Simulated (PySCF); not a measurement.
Compound: C5H4BN2O (charge -1).
Numbering: `[C-:1]#[N+:2][B:3]1[CH:4]=[CH:5][CH:6]=[CH:7][N:8]1[O-:9]` (hydrogens: H10 on C4; H11 on C5; H12 on C6; H13 on C7)
Bond orders are those of one Lewis drawing.

Computed by this run: PySCF 2.14.0, PBE0-D3(BJ)/def2-SVP geometry optimisation, gas phase; density fitting, grid level 2; the optimiser is geomeTRIC in internal coordinates, started from a GFN2-xTB structure.

Geometry at step 1:
```
atom  x, y, z in Å
C1      3.9781    1.0062   -0.4317
N2      2.8283    0.8300   -0.2816
B3      1.3957    0.5622   -0.0943
C4      0.8054   -0.8030   -0.0244
C5     -0.5721   -0.9418    0.1560
C6     -1.3736    0.1966    0.2684
C7     -0.8204    1.4719    0.2034
N8      0.5044    1.7201    0.0302
O9      0.9252    2.9291   -0.0182
H10     1.4164   -1.7100   -0.1107
H11    -1.0418   -1.9326    0.2115
H12    -2.4557    0.1140    0.4103
H13    -1.4161    2.3859    0.2876
```

Problem. Give the atomic forces at this geometry.

Solution. 
```csv
atom,Fx (eV/Å),Fy (eV/Å),Fz (eV/Å)
C1,0.110,0.022,-0.015
N2,-0.160,-0.049,0.022
B3,0.062,0.070,-0.006
C4,0.037,-0.092,-0.006
C5,-0.030,-0.051,0.004
C6,-0.076,-0.028,0.010
C7,-0.026,0.132,0.004
N8,0.134,-0.034,-0.021
O9,-0.097,-0.013,0.014
H10,-0.002,0.035,0.001
H11,0.002,0.024,0.001
H12,0.028,0.000,-0.004
H13,0.019,-0.017,-0.003
```

The largest, 0.17 eV/Å, acts on N2; the rms over all components is 0.056 eV/Å. The forces sum to zero within rounding, as they must for an isolated molecule in no field.

Problem. Give the force on N2 in Eh/bohr and in nN.

Solution. 0.169 eV/Å ÷ 51.422 = 0.00329 Eh/bohr, and 0.169 eV/Å × 1.602 = 0.27 nN.

Problem. How far is this geometry from the end of the optimisation?

Solution. 0.001 eV above it, and 0.003 Å rms away after alignment. The bonds farthest from their final lengths, with half the difference of the two atoms' forces along the bond (positive lengthens):

| bond | now (Å) | final (Å) | force along bond (eV/Å) |
| --- | --- | --- | --- |
| B3–C4 | 1.489 | 1.491 | +0.08 |
| N2–B3 | 1.469 | 1.467 | -0.12 |

The angle farthest from its final value is C7–N8–O9, 119.8° against 119.3°.

What follows is the cost of the whole optimisation. Hardware: one thread, Arm Neoverse V1 (aarch64), no GPU, on a shared host. Cost: 51 s wall, 0.72 GiB resident at most.
